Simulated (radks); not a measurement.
Isoelectronic series with 35 electrons, each ion in its NIST ground configuration. Calculated with a radial shooting solver on a logarithmic mesh with Libxc functionals: non-relativistic Kohn-Sham, PBEsol, spin-polarised, spherical densities, point nucleus; open shells are filled with parallel spins first (spin-orbit coupling, left out, can overturn this in heavy ions). Total energies (hartree) and orbital eigenvalues (eV):

ion        configuration  E (hartree)    4p down      4p up
Br     [Ar] 3d10 4s2 4p5  -2572.11512    -7.4949    -8.2243
Rb2+   [Ar] 3d10 4s2 4p5  -2936.78180   -33.1769   -34.1279
Nb6+   [Ar] 3d10 4s2 4p5  -3744.34663  -110.5252  -111.8423
Tc8+   [Ar] 3d10 4s2 4p5  -4187.05587  -160.7528  -162.2366
Rh10+  [Ar] 3d10 4s2 4p5  -4655.65090  -218.3079  -219.9529
Ag12+  [Ar] 3d10 4s2 4p5  -5150.10248  -283.0504  -284.8526
In14+  [Ar] 3d10 4s2 4p5  -5670.38967  -354.8883  -356.8450
Sb16+  [Ar] 3d10 4s2 4p5  -6216.49696  -433.7581  -435.8673
I18+   [Ar] 3d10 4s2 4p5  -6788.41250  -519.6143  -521.8744
Cs20+  [Ar] 3d10 4s2 4p5   -7386.1271  -612.4230  -614.8327
La22+  [Ar] 3d10 4s2 4p5   -8009.6334  -712.1584  -714.7167
Pr24+  [Ar] 3d10 4s2 4p5   -8658.9255  -818.8006  -821.5067
Pm26+  [Ar] 3d10 4s2 4p5   -9333.9986  -932.3336  -935.1869
Eu28+  [Ar] 3d10 4s2 4p5  -10034.8488  -1052.745  -1055.745
